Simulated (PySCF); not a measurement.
Run record: geometry optimisation, mer-MoBr3(H2O)3 (`[OH2]->[Mo](<-[OH2])(<-[OH2])([Br])([Br])[Br]`) [quartet].

Computed with PBE0-D3(BJ)/def2-SVP geometry optimisation, gas phase, def2 core potentials past Kr (PySCF 2.14.0). Start geometry: GFN2-xTB. The input is one job of a driver script: a line of settings, then coordinates in Å.

Command:
```bash
OMP_NUM_THREADS=1 python probes_run.py task.json out
```

Input:
```
{"job": {"xc": "PBE0", "basis": "def2-SVP", "d3": "d3bj", "grid": 1, "maxiter": 40, "shake": 0.03, "kind": "geom"}, "charge": 0, "multiplicity": 4}
Mo     0.376960    -0.021370    -0.008600
Br    -0.021840     0.330190     2.482300
Br    -0.027420    -0.367010    -2.541570
Br     2.927450     0.094860    -0.016850
O     -2.072680     0.045690    -0.082670
H     -2.548330    -0.193220     0.737770
H     -2.465500    -0.314140    -0.829690
O      0.384170     2.445860    -0.060920
H      1.108520     2.791150    -0.457420
H      0.368410     2.742130     0.901480
O      0.363830    -2.346670     0.079820
H      1.102450    -2.631430     0.682470
H      0.534600    -2.628160    -0.863930
```

Output:
```
step   0  E = -8017.89709256  max force = 0.082417
step   1  E = -8017.92277499  max force = 0.021595
step   2  E = -8017.92849966  max force = 0.014183
step   3  E = -8017.93035505  max force = 0.005724
step   4  E = -8017.93068159  max force = 0.001309
step   5  E = -8017.93081614  max force = 0.001695
step   6  E = -8017.93089270  max force = 0.001528
step   7  E = -8017.93095902  max force = 0.000852
step   8  E = -8017.93098480  max force = 0.000655
step   9  E = -8017.93101888  max force = 0.000965
step  10  E = -8017.93106921  max force = 0.001120
step  11  E = -8017.93111239  max force = 0.000811
step  12  E = -8017.93115726  max force = 0.000546
step  13  E = -8017.93117160  max force = 0.000419
optimisation converged
```

Energies in Eh; «max force» is the largest Cartesian gradient component in Eh/bohr.

Problem. Give the first gradient maximum in eV/Å.

Solution. With 1 Eh/bohr = 51.422 eV/Å, 4.238 eV/Å.

Summary of the converged run: final energy -8017.93117 Eh after 13 steps; dipole 3.70 D.

Problem. Give the final coordinates.

Solution. 0.218 Å rms from the input after alignment:
```
atom  x, y, z in Å
Mo1    0.2769    0.0595   -0.0179
Br2    0.0070    0.3036    2.5031
Br3   -0.1023   -0.3243   -2.5188
Br4    2.7851    0.0695   -0.0899
O5    -1.9351    0.1114    0.0077
H6    -2.3402   -0.2801    0.7947
H7    -2.3183   -0.2771   -0.7936
O8     0.3424    2.2302   -0.0033
H9     1.2408    2.4819   -0.2739
H10    0.2807    2.4457    0.9457
O11    0.2941   -2.1228   -0.0017
H12    1.1167   -2.4166    0.4214
H13    0.3828   -2.3331   -0.9513
```

Time: 34 min of wall time; peak memory 1.4 GiB. Hardware: one thread of an AMD EPYC (shared host).
Labels such as C1 count atoms from 1, the log's own numbers from 0.
